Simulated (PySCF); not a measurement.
Species: C₅H₅F₃.
Numbering: `[CH3:1][C:2]#[C:3][CH2:4][C:5]([F:6])([F:7])[F:8]` (hydrogens: H9, H10, H11 on C1; H12, H13 on C4)

Structure used (PBE0-D3(BJ)/def2-SVP), in Å, numbered top down from 1:
```
atom  x, y, z in Å
C1     2.606    0.423    0.924
C2     1.341    0.135    0.271
C3     0.281   -0.100   -0.266
C4    -0.992   -0.380   -0.908
C5    -2.186   -0.155   -0.003
F6    -3.317   -0.424   -0.664
F7    -2.256    1.108    0.418
F8    -2.149   -0.941    1.072
H9     2.475    0.498    2.014
H10    3.029    1.375    0.569
H11    3.344   -0.370    0.727
H12   -1.137    0.258   -1.795
H13   -1.042   -1.425   -1.253
```

The closed-shell ground state was solved at several levels (PySCF, density fitting, gas phase, non-relativistic).

```json
{"level": "B3LYP/pcJ-1", "basis functions": "266", "HOMO (eV)": "-7.43", "LUMO (eV)": "0.60", "gap (eV)": "8.03", "dipole (D)": "2.42"}
{"level": "CAM-B3LYP/def2-SVPD", "basis functions": "209", "HOMO (eV)": "-9.08", "LUMO (eV)": "1.11", "gap (eV)": "10.19", "dipole (D)": "2.58"}
{"level": "mPW1PW91/pcSseg-2", "basis functions": "358", "HOMO (eV)": "-7.69", "LUMO (eV)": "0.47", "gap (eV)": "8.16", "dipole (D)": "2.49"}
```

(1) What might PBE0/pcSseg-1 (161 basis functions) give for the same quantities?

(2) Over all these levels, which gives the widest orbital gap and which the narrowest?

(3) How far do the dipole and the HOMO energy spread over the levels?

Answers

(1) HOMO -7.68 eV, LUMO 0.85 eV, gap 8.53 eV, dipole 2.42 D.

(2) CAM-B3LYP/def2-SVPD (range-separated hybrid) has the widest, 10.19 eV, and B3LYP/pcJ-1 (global hybrid, 20 % exact exchange) the narrowest, 8.03 eV. Functional and basis both differ between the two, so the spread mixes both effects.

(3) The dipole runs from 2.42 to 2.58 D (mean 2.48 D) and the HOMO from -9.08 to -7.43 eV.
